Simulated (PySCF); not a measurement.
Question: What does the PBE0-D3(BJ)/def2-SVP structure of `[SiH3]/C=C(\[SiH3])Cl` look like in three dimensions?

Answer: 
Z-matrix in Å and degrees, rows numbered from 1:
```
Si
C   1  1.8821
C   2  1.3409  1  125.75
Si  3  1.8863  2  128.38  1     0.05
Cl  3  1.7540  2  120.06  1  -179.73
H   1  1.4944  2  111.39  3    61.11
H   1  1.4942  2  111.49  3   -60.32
H   1  1.4925  2  107.51  3  -179.66
H   2  1.0987  1  117.01  3  -179.81
H   4  1.4910  3  109.06  2  -119.13
H   4  1.4908  3  109.08  2   121.20
H   4  1.4931  3  109.04  2     0.99
```

Si1 (SiH3 silicon) is tetrahedral (angles from 107.5° to 111.5°). The 5 heavy atoms lie in one plane (0.002 Å rms). Of the pairs four or more bonds apart, Si1···H12 is among the closest relative to their van der Waals radii: 3.06 Å, 93 % of the sum of Bondi's values. Si4 (SiH3 silicon) is tetrahedral (angles from 109.0° to 110.0°).

Method used: PBE0-D3(BJ)/def2-SVP geometry optimisation, gas phase (PySCF).

Point group: Cs (tolerance 0.08 Å). Stationary, but not proved a minimum.

The run took 35 s wall on one thread of an Arm Neoverse V1, shared host, and the process peaked at 0.48 GiB of memory. That covers the optimisation of the geometry.
